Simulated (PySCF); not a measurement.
PySCF input file for Al(Br)(Me)(OMe) (C₂H₆AlBrO), SMILES [Br][Al]([CH3])[O]C, PBE/pcSseg-1. Geometry optimised at B3LYP-D3(BJ)/def2-SVP. Other conformers were not sampled.

```python
import numpy as np
from pyscf import gto, scf, dft
from pyscf.prop.nmr import rks as nmr

mol = gto.M(
    atom='''
    Al    0.65261079   -0.57634925   -0.00000000
    Br   -0.39761758    1.44297911    0.00000000
    C     2.58402012   -0.72234824    0.00000000
    H     2.90690373   -1.77503959   -0.00000000
    H     3.01376187   -0.22549171    0.88575538
    H     3.01376188   -0.22549171   -0.88575539
    O    -0.32903407   -1.95523875    0.00000000
    C    -1.69123888   -2.27796888   -0.00000000
    H    -1.94361724   -2.88018988    0.89106553
    H    -2.33893284   -1.38151293    0.00000000
    H    -1.94361724   -2.88018989   -0.89106553
    ''',
    basis='pcSseg-1',
    charge=0,
    spin=0,
    max_memory=1600,
    verbose=3,
)
mf = dft.RKS(mol, xc='pbe')
mf.grids.level = 3
mf.conv_tol = 1e-10
mf.max_cycle = 100
mf.kernel()
n = nmr.NMR(mf)
n.verbose = 2
n.max_cycle_cphf = 60
sigma = n.kernel()
print('atom   isotropic/ppm   span/ppm')
for i, s in enumerate(sigma):
    w = np.linalg.eigvalsh((s + s.T) / 2)
    print(f'{mol.atom_symbol(i):2s}{i + 1:3d} {w.mean():14.3f} {w[2] - w[0]:11.3f}')
```

It prints:

```
converged SCF energy = -2970.74820465892
atom   isotropic/ppm   span/ppm
Al  1        384.396     126.546
Br  2       2628.757     644.450
C   3        192.474      17.978
H   4         31.480      13.403
H   5         31.329      11.280
H   6         31.329      11.280
O   7        249.495     178.203
C   8        123.111      86.642
H   9         27.184      10.945
H  10         26.800      10.685
H  11         27.184      10.945
```

The calculation finished and met its thresholds.
